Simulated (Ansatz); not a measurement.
Program: Ansatz. Geometries: PBE0-D4/def2-TZVP. ΔE: electronic, gas phase. CBS: MP2 limit from def2 TZ/QZ plus the TZ coupled-cluster correction, frozen cores. This one scheme is used for every species. DFT in def2-TZVPP. HSE06 is defined as in plane-wave codes. def2 core potentials past Kr. For Nb outer-core shells are correlated without core-valence functions, which leaves a few kJ/mol of doubt a bond. Each species was taken in one conformer, which may not be the lowest.

Consider the ligand exchange at the Nb–O bond: `[O]=[Nb]([OH])([OH])[F]` + H–F → `[O]=[Nb]([OH])([F])[F]` + H₂O.

```csv
level,ΔE (kJ/mol),difference from CCSD(T)/CBS
revPBE-D4,-35.5,-6.0
r2SCANh-D4,-35.9,-6.4
HSE06-D4,-33.0,-3.5
revPBE,-39.7,-10.2
BLYP,-39.8,-10.3
r2SCANh,-36.4,-6.9
r2SCAN0,-34.6,-5.1
HF/def2-TZVPP,-36.3,-6.8
HF/def2-QZVPP,-37.7,-8.2
HF/CBS(def2),-37.9,-8.4
CCSD(T)/CBS,-29.5,0
```

Largest T1 diagnostic among the species: 0.022, so the coupled-cluster value is less sure than usual.

Leaving LDA and LC-ωPBE aside and taking each functional with its dispersion term where it has one, the values, not all of them listed here, spread over 9.1 kJ/mol, from B97M-V to PBE-QIDH. LDA lies +7.1 kJ/mol from PBE without D4. From BLYP to BHLYP (50 % exact exchange), in def2-TZVPP and without D4, ΔE moves by +4.5 kJ/mol. At CCSD(T), def2-SVP lies −3.5 kJ/mol from the extrapolated value and def2-TZVPP −0.1 kJ/mol.
